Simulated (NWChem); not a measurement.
SiNH2Cl3; SMILES Cl[Si](Cl)(Cl)N

```xyz
7

N     -0.2738     1.9446     0.0000
Si    -0.0314     0.2671     0.0000
Cl    -0.8926    -0.5078     1.6868
Cl    -0.8926    -0.5078    -1.6868
Cl     1.9353    -0.3395     0.0000
H     -0.1272     2.4868     0.8440
H     -0.1272     2.4868    -0.8440
```
Atoms are numbered in this order, from 1.

Coordinates come from a PBE0/def2-SVP optimisation.

Task: Give the principal values of the shielding tensors (ppm) of N1, Si2, Cl3, Cl5 from PBE0/pcSseg-1, GIAO (NWChem), with their diamagnetic and paramagnetic parts as GIAO splits them.

Result: 
```json
[
 {"atom": "N1", "σ11": "191.4", "σ22": "193.0", "σ33": "251.0", "isotropic": "211.8", "diamagnetic": "319.5", "paramagnetic": "-107.7"},
 {"atom": "Si2", "σ11": "332.8", "σ22": "339.7", "σ33": "373.2", "isotropic": "348.5", "diamagnetic": "880.4", "paramagnetic": "-531.8"},
 {"atom": "Cl3", "σ11": "699.2", "σ22": "744.0", "σ33": "1002.1", "isotropic": "815.1", "diamagnetic": "1148.2", "paramagnetic": "-333.1"},
 {"atom": "Cl5", "σ11": "646.9", "σ22": "674.6", "σ33": "965.8", "isotropic": "762.4", "diamagnetic": "1148.2", "paramagnetic": "-385.7"}
]
```
